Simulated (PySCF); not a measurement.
**Cobalt: highly charged ions in a basis for the neutral atom**

Co²²⁺ [He] 2s2 2p1, Co²³⁺ [He] 2s2. All numbers are calculated (PySCF 2.14, the non-relativistic Hamiltonian (point nucleus), in cc-pVTZ). No spin-orbit coupling, so a gap to NIST mixes the basis error with missing relativistic terms.

Changed run: basis of the neutral atom used for a highly charged ion. This setting is unsound on purpose.

| species | method | sound run (hartree) | changed run (hartree) | converged |
| --- | --- | --- | --- | --- |
| Co²²⁺ | UHF | not run | -940.39932 | yes |
| Co²²⁺ | M06-2X | not run | -940.63583 | yes |
| Co²²⁺ | r2SCAN | not run | -940.47395 | yes |
| Co²³⁺ | UHF | not run | -869.10462 | yes |
| Co²³⁺ | M06-2X | not run | -869.33689 | yes |
| Co²³⁺ | r2SCAN | not run | -869.11162 | yes |

Ionisation energy of Co²²⁺:

| method | changed run (eV) | NIST (eV) |
| --- | --- | --- |
| UHF | 1940.0 | 1960.8 ± 0.8 |
| M06-2X | 1940.1 | 1960.8 ± 0.8 |
| r2SCAN | 1941.9 | 1960.8 ± 0.8 |

The contracted functions were made for the neutral atom and can be too rigid for a highly charged ion.
